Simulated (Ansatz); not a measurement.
Relaxation of C$_{2}$H$_{5}$F$_{2}$NOSe (12 atoms, charge 0, multiplicity 1), to a largest force component of 0.015 eV/Å in at most 40 steps.

The calculation used RKS PBE0-D4/def2-SVP (Ansatz 0.2.0).

```xyz
12
Properties=species:S:1:pos:R:3:forces:R:3
N -0.071 -0.923 1.258 -0.69 4.05 0.43
C 0.799 -0.296 0.277 0.31 -1.34 1.00
O 2.046 -0.189 0.836 0.96 0.68 -0.70
F 0.936 -1.095 -0.847 -0.69 0.33 0.82
Se 0.175 1.485 -0.253 -0.35 0.17 0.11
C -1.456 0.855 -1.091 0.28 -0.98 -0.57
F -1.113 0.193 -2.265 -0.68 0.53 0.78
H 0.279 -1.806 1.504 0.80 -1.65 0.47
H -0.100 -0.275 2.155 0.14 -1.84 -2.53
H 2.684 0.137 0.156 -0.66 -0.30 0.61
H -2.122 1.704 -1.297 0.14 0.18 -0.14
H -1.979 0.154 -0.399 0.43 0.17 -0.29
```

Q: Where does it end, and by what steps?

A: The run converged. After 8 steps the energy has fallen by 0.398 eV; H12 moved furthest, 0.32 Å.

```json
{"step": "0", "energy less start (eV)": "0.0000", "largest force component (eV/Å)": "4.050", "accepted": "yes"}
{"step": "1", "energy less start (eV)": "-0.3393", "largest force component (eV/Å)": "1.180", "accepted": "yes"}
{"step": "2", "energy less start (eV)": "-0.3837", "largest force component (eV/Å)": "0.434", "accepted": "yes"}
{"step": "3", "energy less start (eV)": "-0.3896", "largest force component (eV/Å)": "0.355", "accepted": "yes"}
{"step": "4", "energy less start (eV)": "-0.3961", "largest force component (eV/Å)": "0.120", "accepted": "yes"}
{"step": "5", "energy less start (eV)": "-0.3970", "largest force component (eV/Å)": "0.043", "accepted": "yes"}
{"step": "6", "energy less start (eV)": "-0.3973", "largest force component (eV/Å)": "0.034", "accepted": "yes"}
{"step": "7", "energy less start (eV)": "-0.3974", "largest force component (eV/Å)": "0.027", "accepted": "yes"}
{"step": "8", "energy less start (eV)": "-0.3975", "largest force component (eV/Å)": "0.009", "accepted": "yes"}
```

```xyz
12
Properties=species:S:1:pos:R:3
N -0.074 -0.842 1.293
C 0.816 -0.313 0.340
O 2.095 -0.191 0.817
F 0.818 -1.159 -0.731
Se 0.190 1.475 -0.267
C -1.414 0.816 -1.139
F -1.206 0.430 -2.423
H 0.229 -1.775 1.571
H -0.126 -0.241 2.110
H 2.657 0.147 0.106
H -2.149 1.635 -1.110
H -1.760 -0.036 -0.533
```

Whether the end is a true minimum wasn't checked by a vibrational analysis.

Time of the run: 34 s on 2 threads of AMD EPYC 9R45 96-Core Processor (Zen 5) (shared host), peak memory 0.49 GiB.
